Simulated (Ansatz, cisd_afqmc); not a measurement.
Species: Ge, charge 0, triplet.

Total energies in cc-pVDZ, 4 correlated electrons, 14 frozen orbitals. UHF or UKS for unpaired electrons; spin-orbit terms are left out. Cores are frozen in correlated methods (noble-gas shells, and filled d and f shells in the p block). No relativity. AFQMC is phaseless with a CISD trial state; ± is one standard error, without the phaseless bias. Outlying blocks are dropped, and bars are widened where a walk drifts. Over all cases where full CI ran beside it in this data, AFQMC minus full CI had a median of +0.1 mEh and passed +0.4 mEh in a tenth of the cases.

```csv
method,program,energy (Eh),minus CCSDTQ (mEh)
HF,Ansatz,-2075.29166,57.30
MP2,Ansatz,-2075.33182,17.14
CCSD,Ansatz,-2075.34794,1.02
CCSD(T),Ansatz,-2075.34866,0.30
CCSDT(Q),Ansatz,-2075.34895,0.01
CCSDTQ,Ansatz,-2075.34896,0.00
AFQMC/CISD,cisd_afqmc,-2075.3489 ± 0.0001,0.1 ± 0.1
```

Ansatz is a first-principles code.
